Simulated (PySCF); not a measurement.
Compound: C8H5Cl (charge +1 and doublet state).
Geometry (GFN2-xTB, Å), atoms numbered from 1 in this order:
```
atom  x, y, z in Å
C1     3.2209   -0.3732    0.7227
C2     2.0464   -0.2345    0.4591
C3     0.6914   -0.1067    0.1511
C4    -0.0744   -1.2383   -0.1624
C5    -1.4112   -1.1051   -0.4643
C6    -2.0228    0.1672   -0.4632
C7    -1.2963    1.2978   -0.1586
C8     0.0612    1.1895    0.1498
Cl9    0.9778    2.5591    0.5205
H10    4.2436   -0.4929    0.9516
H11    0.4013   -2.2074   -0.1615
H12   -2.0011   -1.9771   -0.7050
H13   -3.0720    0.2515   -0.7044
H14   -1.7655    2.2696   -0.1575
```

The species is `[CH+]=[C]c1ccccc1Cl` [radical] (charge +1).

Method: UKS B3LYP, pcH-1 on C Cl H, non-relativistic, mean-field spin-orbit, GIAO (PySCF 2.14.0). Isolated species at its GFN2-xTB geometry, gas phase. The geometry wasn't refined by DFT: couplings that depend on bond lengths, twists or pyramidal angles can differ widely from those at the functional's own minimum, by a factor of two or more for some ions and for spin on atoms past the first row. No stability test was run, so a lower SCF solution isn't excluded.

(1) Predict the first-order ENDOR lines of H10, H13, H12, H14, H11 and Cl9 under fast tumbling at B = 341.5 mT (X band).

(2) Which pairs are centred on the nuclear Larmor frequency, and which on half the coupling?

(3) At what field would the lower line of H10 fall to zero frequency?

Answers

(1) ν± = |νn ± a/2|, one line for each electron-spin manifold; νn = |g_N| × 7.62259 MHz/T × B.

```json
{"nuclei": "H10", "isotope": "1H", "g_N": "5.5857", "νn (MHz)": "14.54", "a_iso (MHz)": "-28.30", "lower line (MHz)": "0.39", "upper line (MHz)": "28.69"}
{"nuclei": "H13", "isotope": "1H", "g_N": "5.5857", "νn (MHz)": "14.54", "a_iso (MHz)": "-12.81", "lower line (MHz)": "8.14", "upper line (MHz)": "20.94"}
{"nuclei": "H12", "isotope": "1H", "g_N": "5.5857", "νn (MHz)": "14.54", "a_iso (MHz)": "-9.15", "lower line (MHz)": "9.96", "upper line (MHz)": "19.12"}
{"nuclei": "H14", "isotope": "1H", "g_N": "5.5857", "νn (MHz)": "14.54", "a_iso (MHz)": "3.20", "lower line (MHz)": "12.94", "upper line (MHz)": "16.14"}
{"nuclei": "H11", "isotope": "1H", "g_N": "5.5857", "νn (MHz)": "14.54", "a_iso (MHz)": "2.29", "lower line (MHz)": "13.40", "upper line (MHz)": "15.68"}
{"nuclei": "Cl9", "isotope": "35Cl", "g_N": "0.5479", "νn (MHz)": "1.43", "a_iso (MHz)": "6.33", "lower line (MHz)": "1.74", "upper line (MHz)": "4.59"}
```

(2) Centred on νn, since |a| < 2νn: H10, H13, H12, H14 and H11. Centred on |a|/2 and split by 2νn: Cl9.

(3) Where νn = |a|/2, that is B = 14.15 MHz/(5.5857 × 7.62259 MHz/T) = 332 mT, as far as first order holds there.

Main isotope only: 35Cl (natural samples also hold 24 % 37Cl, magnetic too, which adds its own pattern).

The largest Mulliken spin populations are on C1 (+0.35), C3 (+0.24), C8 (+0.20) and C6 (+0.19). Four atoms exceed +0.15. The positive populations add up to 1.23 and the negative ones to -0.23, together 2S = 1.

The SMILES draws the unpaired electron on C2; the largest computed Mulliken spin population is on C1 (0.35 against -0.04).
